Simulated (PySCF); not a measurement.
A side-by-side comparison of computed properties.

First species: C3H7NSi2.
Atom-mapped SMILES: `[H]/[N:1]=[CH:2]\[SiH2:3][C:4]#[C:5][SiH3:6]` (hydrogens: H7 on N1; H8 on C2; H9, H10 on Si3; H11, H12, H13 on Si6)

Second species: C4H5N3O.
Bonds: C1–N2, N2–N3 (aromatic), N3–C4 (aromatic), C4–C5 (aromatic), C5–C6, C6–O7 (double), C5–N8 (aromatic), N2–N8 (aromatic). Hydrogens: H9, H10, H11 on C1; H12 on C4; H13 on C6.

Levels: B3LYP/def2-SVPD for dipole moment, HOMO energy, LUMO energy, HOMO–LUMO gap, static isotropic polarisability and electronic spatial extent ⟨r²⟩ about the centre of nuclear charge; TDDFT B3LYP/def2-SVPD for lowest singlet excitation; TDA B3LYP/def2-SVPD for lowest triplet excitation (Tamm–Dancoff); GFN2-xTB for rotational constant A and rotational constant C. Geometries: GFN2-xTB. All species are isolated and taken at one optimised geometry, non-relativistic unless stated; the electronic structure was computed with PySCF and density fitting.

Dipoles, sizes and rotational constants follow the conformer. The torsions of the flexible species, by atom-mapped SMILES:
- `[H]/[N:1]=[CH:2]\[SiH2:3][C:4]#[C:5][SiH3:6]`: N1–C2–Si3–C4 0°
- `[CH3:1][n:2]1[n:3][cH:4][c:5]([CH:6]=[O:7])[n:8]1`: C4–C5–C6–O7 0°

Problem. Which has the higher static isotropic polarisability?

Solution. The first: 98.3 au against 72.4 au, a difference of 25.9 au.

Problem. Which of the two has the higher T1 energy, and by how much?

Solution. The first: 3.44 eV against 3.30 eV, a difference of 0.14 eV.

Problem. Which has the higher dipole moment?

Solution. The second: 4.05 D against 1.94 D, a difference of 2.11 D.

Problem. Which of the two has the higher rotational constant A, and by how much?

Solution. The second: 7.252 GHz against 4.722 GHz, a difference of 2.530 GHz.

Problem. Which has the higher S1 energy?

Solution. The first: 4.27 eV against 3.83 eV, a difference of 0.44 eV.

Problem. Which has the higher HOMO energy?

Solution. The first: -6.94 eV against -7.52 eV, a difference of 0.58 eV.

Problem. Which has the higher LUMO energy?

Solution. The first: -1.21 eV against -2.03 eV, a difference of 0.82 eV.

Problem. Which of the two has the higher rotational constant C, and by how much?

Solution. The second: 1.136 GHz against 0.762 GHz, a difference of 0.374 GHz.

On the first: S1 lies 1.46 eV below the HOMO–LUMO gap; its leading configuration is HOMO→LUMO, weight 0.91. In atomic units the dipole is 0.76 e·bohr (1 au = 2.5417 D).

On the second: In atomic units the dipole is 1.59 e·bohr (1 au = 2.5417 D). No computed singlet falls in the visible range (750 to 380 nm, 1.65 to 3.26 eV); S1 lies 0.57 eV above its blue end. GFN2-xTB frequencies show an imaginary mode (25i cm⁻¹), so this geometry is no minimum at that level.
